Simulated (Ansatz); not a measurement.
Reaction (cleavage of the B–Si bond): `[SiH3]BO[SiH3]` + H–F → `FBO[SiH3]` + SiH₄

Program: Ansatz. Geometries: PBE0-D4/def2-TZVP. ΔE: electronic, gas phase. CBS: MP2 limit from def2 TZ/QZ plus the TZ coupled-cluster correction, frozen cores. This one scheme is used for every species. DFT in def2-TZVPP. Each species was taken in one conformer, which may not be the lowest.

CCSD(T)/CBS gives -42.4 kcal/mol.

Problem. Another level gave -42.5 kcal/mol. Which?
A. HF/def2-TZVPP
B. BHLYP/def2-TZVPP
C. ωB97X-V/def2-TZVPP
D. PBE0/def2-TZVPP

Solution. D. PBE0 -42.5, BHLYP -47.8, HF/def2-TZVPP -50.5, ωB97X-V -44.2 kcal/mol.

Largest T1 diagnostic among the species: 0.014.

In def2-TZVPP, CCSD(T) changes the Hartree–Fock value by +6.9 kcal/mol (the triples alone add +0.8 kcal/mol) and MP2 by +6.1 kcal/mol. From BLYP to BHLYP (50 % exact exchange), in def2-TZVPP and without D4, ΔE moves by −2.5 kcal/mol.
